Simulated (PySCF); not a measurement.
## `C[AsH][C@H](C)C(C)=O`, C₅H₁₁AsO

Geometry:
```
atom   x (Å)   y (Å)   z (Å)
  C1   2.126   0.387   1.312
 As2   1.621   0.974  -0.500
  C3  -0.029  -0.157  -0.643
  C4  -0.603  -0.077  -2.058
  C5  -0.987   0.474   0.321
  C6  -1.900  -0.452   1.079
  O7  -0.994   1.673   0.481
  H8   3.171   0.627   1.506
  H9   1.516   0.918   2.042
 H10   1.984  -0.686   1.442
 H11   2.481  -0.070  -1.190
 H12   0.159  -1.204  -0.382
 H13   0.140  -0.414  -2.781
 H14  -1.494  -0.697  -2.158
 H15  -0.867   0.955  -2.291
 H16  -1.303  -1.034   1.781
 H17  -2.646   0.115   1.630
 H18  -2.386  -1.145   0.395
```

Theory: TDDFT wB97X-D/def2-SVPD circular dichroism and optical rotation, one conformer, gas phase (PySCF 2.14.0). Geometry: GFN2-xTB.

The molecule is flexible and this is one conformer; a measurement averages over conformers. The calculation is non-relativistic, which matters for the atoms heavier than Zn.

Stereocentres: C3 R.

**Question.** Give the optical rotatory dispersion at 633, 589.3, 546, 436, 405, 365, 355 nm.

**Answer.** [α] in deg dm⁻¹ (g/mL)⁻¹:
| λ (nm) | origin-invariant length gauge | modified velocity gauge | length gauge (centre of mass) | isotropic polarisability (au) |
| --- | --- | --- | --- | --- |
| 633 | +145.0 | +132.9 | +145.1 | 97.0 |
| 589.3 | +168.3 | +153.6 | +168.4 | 97.4 |
| 546 | +197.0 | +179.0 | +197.1 | 97.9 |
| 436 | +303.9 | +267.6 | +304.3 | 100.1 |
| 405 | +338.3 | +290.4 | +339.0 | 101.2 |
| 365 | +347.0 | +270.2 | +348.1 | 103.1 |
| 355 | +326.1 | +237.0 | +327.5 | 103.7 |

**Question.** And for the mirror image at 589.3 nm?

**Answer.** -168.3 deg dm⁻¹ (g/mL)⁻¹ (origin-invariant length gauge): the same size and the opposite sign.

**Question.** What is the molar rotation [Φ] = [α]·M/100 of the geometry above at 589.3 nm?

**Answer.** With M = 162.06 g/mol, +272.7 deg cm² dmol⁻¹ (origin-invariant length gauge).

The first excitation lies at 4.41 eV (281 nm) with R = -11.6 × 10⁻⁴⁰ esu² cm² (velocity form).
